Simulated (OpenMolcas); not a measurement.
d9 ions of charge +2 down a group on the Ca site of CaO

```
Program             : OpenMolcas 26.06
Method              : CASSCF
Spin-orbit coupling : RASSI with atomic mean-field integrals over the reference wave functions
```

The d shell is active. Each dopant is a cluster with its nearest anions in model potentials and point charges, with no relaxation. Distances were set from a Shannon-type radius of the metal (high-spin where two are listed) plus a fixed donor radius (O 1.38 Å), in hosts weighted 0.65 to 0.35 with the host's distance in the model lattice. Ligand basis ANO-RCC-VDZP, DKH2 Hamiltonian. States (labels of O, the rotations of Oh). Energies in cm-1 above the lowest state or level, χT in cm3 K/mol; 10Dq is the gap between the two states. Spin-only χT is S(S+1) / 2 for the spin of the ground state.

| Ion | Shell | R (Å) | Metal basis | Ground state | First state of that spin | 10Dq | First gap with spin-orbit (degeneracies) | χT at 300 K | Spin-only χT |
| --- | --- | --- | --- | --- | --- | --- | --- | --- | --- |
| Cu2+ | 3d9 | 2.213 | ANO-RCC-VTZP | 2E | 2T2 5132 | 5132 | 4500 (4, 2) | 0.648 | 0.375 |
| Ag2+ | 4d9 | 2.35 | ANO-RCC-VTZP | 2E | 2T2 12960 | 12960 | 11591 (4, 2) | 0.522 | 0.375 |

|10Dq| changes by a factor of 12960 / 5132 = 2.53 from Cu2+ to Ag2+.

χT departs most from the spin-only value for Cu2+, by +0.273 cm3 K/mol.

An orbital doublet at a regular site is open to a Jahn-Teller distortion, which this geometry leaves out. Ligand-to-metal charge-transfer states are missing. With metal d orbitals alone and no dynamic correlation 10Dq can be off by a tenth to a fifth, either way, in oxide and fluoride hosts (holds for Cu2+). The least metal-like active orbital is 80 % on the metal (Löwdin) and no ligand orbital is active, so the numbers are rough (holds for Ag2+). With metal d orbitals alone the field can be off either way by tens of per cent (holds for Ag2+). No measured value stands beside these numbers; the geometry was set by hand and not optimised.
